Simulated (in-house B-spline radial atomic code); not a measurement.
The numbers below are computed, except where a source is named.
**Making a Troullier-Martins s channel for B, r_c = 1.92 bohr**

B, [He] 2s2 2p1, non-relativistic LDA (VWN5), spherical and spin-unpolarised, from a B-spline radial code for spherical atoms (atomic units). The all-electron 2s level is ε = -0.344701 hartree, its outermost node lies just inside 0.47 bohr and its outer maximum at 1.52 bohr.

Inside r_c the pseudo-orbital is u(r) = r^1 exp(p(r)), with p = c0 + c2 r² + c4 r⁴ + … + c12 r¹². The seven coefficients follow from p and its first four derivatives at r_c, from zero curvature of the screened potential at the origin, c4 = −c2²/(2l + 5), and from the norm inside r_c. At r_c the all-electron orbital has P = 0.6835792, P' = -0.2055305, the screened potential V = -0.5627481, V' = 0.5600496, V'' = -0.8040864, and the norm inside is Q = 0.5481763.

**Question.** What are p, p' and p'' at r_c?

**Answer.** p = ln(P/r_c^1) = ln(0.6835792/1.92) = -1.03274. p' = P'/P − 1/r_c = -0.30067 − 0.52083 = -0.82150. The radial equation gives p'' = 2(V − ε) − 2(1) p'/r_c − p'² = -0.43609 − (-0.85573) − 0.67486 = -0.25523. Differentiating, p''' = 2V' + 2(1)p'/r_c² − 2(1)p''/r_c − 2p'p'' = 0.52093, and p'''' = 2V'' − 4(1)p'/r_c³ + 4(1)p''/r_c² − 2(1)p'''/r_c − 2p''² − 2p'p''' = -1.2379.

For a trial c2 the five matching conditions are linear in c0, c6, c8, c10 and c12, and c2 is varied until the norm inside r_c equals Q. The root nearest zero gives:

```
 n           c_n
 0    -0.5987605
 2    0.09164567
 4  -0.001679786
 6   -0.07583533
 8    0.03069645
10  -0.004926127
12  0.0002928102
```

**Question.** Check c4 and p(r_c), and find the screened pseudopotential at the origin.

**Answer.** −c2²/5 = -0.00167979, as listed. The terms c_n r_c^n are -0.59876, 0.33784, -0.02283, -3.79908, 5.66889, -3.35365, 0.73485, which sum to -1.03274. Inverting the radial equation, V_l(r) = ε + 1 p'/r + (p'' + p'²)/2, so V_l(0) = ε + (2l + 3) c2 = -0.344701 + 3 × (0.0916457) = -0.0698 hartree, finite where the all-electron potential diverges.

Orbitals and screened potentials:

```tsv
r (bohr)	P	u	V all-electron	V pseudo
0.192	-0.3056	0.1059	-19.34	-0.07188
0.48	0.02298	0.2691	-5.569	-0.1424
0.768	0.393	0.4398	-2.698	-0.4368
1.056	0.6207	0.6006	-1.627	-0.9081
1.344	0.718	0.7063	-1.084	-1.134
1.632	0.7266	0.7257	-0.7642	-0.8588
1.92	0.6836	0.6836	-0.5627	-0.5627
```

Logarithmic derivatives P'/P at R = 2.22 bohr, for energies E around ε:

```csv
E − ε (hartree),all-electron,pseudo
-0.5,0.659608,0.655447
-0.25,0.241601,0.239507
-0.1,-0.113182,-0.113738
0,-0.428766,-0.428766
0.1,-0.85209,-0.853383
0.25,-1.89536,-1.91454
0.5,-10.804,-12.366
```

**Question.** With P(R) = 0.6119043 and a norm of 0.6747243 inside R, what slope in energy does norm conservation fix?

**Answer.** d(P'/P)/dE = −2 × (norm inside R)/P(R)² = -3.6040 per hartree·bohr at E = ε, for both atoms, since orbital and norm agree at R. Differences over ±0.1 hartree give -3.6945 (all-electron) and -3.6982 (pseudo), which also hold third-order terms. Half a hartree below ε the two curves differ by -0.0042.
